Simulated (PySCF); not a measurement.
SnHMe2Ph, C8H12Sn.
Cartesian coordinates in Å at the PBE0-D3(BJ)/def2-SVP level; atoms count from 1:
```
atom  x, y, z in Å
Sn1    0.7266    1.2422    0.8914
H2     0.7031    1.1975    2.6135
C3     2.7501    1.2138    0.1583
H4     3.3047    2.0881    0.5282
H5     2.7469    1.2378   -0.9412
H6     3.2624    0.2995    0.4889
C7    -0.2652    3.0079    0.1641
H8     0.2737    3.9107    0.4855
H9    -1.2946    3.0513    0.5465
H10   -0.2982    2.9884   -0.9349
C11   -0.3099   -0.5048    0.1900
C12   -0.8824   -1.4182    1.0853
C13   -1.5535   -2.5510    0.6230
C14   -1.6625   -2.7878   -0.7462
C15   -1.0984   -1.8886   -1.6505
C16   -0.4284   -0.7579   -1.1839
H17   -0.8065   -1.2495    2.1639
H18   -1.9933   -3.2528    1.3365
H19   -2.1877   -3.6747   -1.1097
H20   -1.1806   -2.0691   -2.7255
H21    0.0070   -0.0665   -1.9128
```

Level of theory: TDDFT CAM-B3LYP/def2-SVPD, vertical, gas phase, core orbitals frozen in the response, def2 core potentials past Kr in PySCF. Spin–orbit coupling is left out.

Ground-to-excited transition dipoles (e·a0, same axes as the geometry; the sign carries no meaning), for the states with f of 0.002 or more among the lowest 10:

```tsv
state	E (hartree)	μx	μy	μz
S2	0.2217	-0.338	-0.577	-0.197
S3	0.2325	-0.236	0.144	-0.005
S5	0.2505	-1.031	-1.793	-0.890
S6	0.2517	0.321	-0.127	0.066
S7	0.2540	0.617	0.967	-1.064
S9	0.2661	-0.579	0.341	0.006
S10	0.2756	0.010	0.011	-0.620
```

Task: What oscillator strength does each state have?

Result: f = (2/3) ΔE |μ|² with ΔE in hartree (27.2114 eV).

```json
{"state": "S2", "|μ|² (au)": "0.486", "|μ| (D)": "1.77", "f": "0.072"}
{"state": "S3", "|μ|² (au)": "0.077", "|μ| (D)": "0.70", "f": "0.012"}
{"state": "S5", "|μ|² (au)": "5.071", "|μ| (D)": "5.72", "f": "0.847"}
{"state": "S6", "|μ|² (au)": "0.123", "|μ| (D)": "0.89", "f": "0.021"}
{"state": "S7", "|μ|² (au)": "2.447", "|μ| (D)": "3.98", "f": "0.414"}
{"state": "S9", "|μ|² (au)": "0.451", "|μ| (D)": "1.71", "f": "0.080"}
{"state": "S10", "|μ|² (au)": "0.384", "|μ| (D)": "1.58", "f": "0.071"}
```

Task: Which bond between heavy atoms lies closest to the direction of the S5 transition dipole?

Result: C15–C16, C12–C13 and Sn1–C11, at 4° from it; next C11–C16 and C13–C14 at 55°.

Task: What angle do the transition dipoles of S5 and S10 make?

Result: |cos θ| = |μa·μb| / (|μa| |μb|) = 0.37, so θ ≈ 68° (taken between 0 and 90°, since the signs are arbitrary).

Task: How is the summed strength of these states shared among x, y and z?

Result: (2/3) Σ ΔE μα² gives 0.344 for x, 0.771 for y and 0.401 for z, 1.516 in all.

Task: What peak molar absorption coefficient would the strongest computed level give as a lone Gaussian band 0.4 eV wide at half height?

Result: ε(max) = 2.175×10⁸ f / FWHM, with the width in cm⁻¹. S5: 2.175×10⁸ × 0.8467 / 3226 ≈ 57000 L mol⁻¹ cm⁻¹.

The run took 2.9 min of wall time (with the writing of density and orbital grids) on one thread of an Arm Neoverse V1, shared host, and the process peaked at 1.8 GiB of memory.

One conformer stands for the species.
